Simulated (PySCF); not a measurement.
C₂H₄FNOSi, SMILES O[Si@@H]1C=N[C@@H]1F.

The structure is a stationary point at r2SCAN-D4/def2-SVP. The structure was generated by enumeration; whether it is a known compound was not checked. The values are those of a single conformer.

Two levels are set side by side: TDA-PBE/def2-SVPD (PySCF) and TDA-CAM-B3LYP/def2-SVPD (PySCF). Vertical, same geometry. The lowest singlet is HOMO→LUMO 98 % with PBE and HOMO→LUMO 94 % with the other functional; states are paired by order. Differences are taken from unrounded values.

```csv
quantity,TDA-CAM-B3LYP,TDA-PBE,TDA-PBE minus TDA-CAM-B3LYP
lowest singlet excitation (eV),4.13,3.69,-0.44
lowest triplet excitation (TDA) (eV),3.27,2.95,-0.31
```

Functionals without exact exchange tend to place singlet excitations lower, as here. Differences between two approximate levels are no errors against the true value.

Rough cost on one machine, each run with all the roots and properties that it gave: TDA-CAM-B3LYP against TDA-PBE about 4 times.
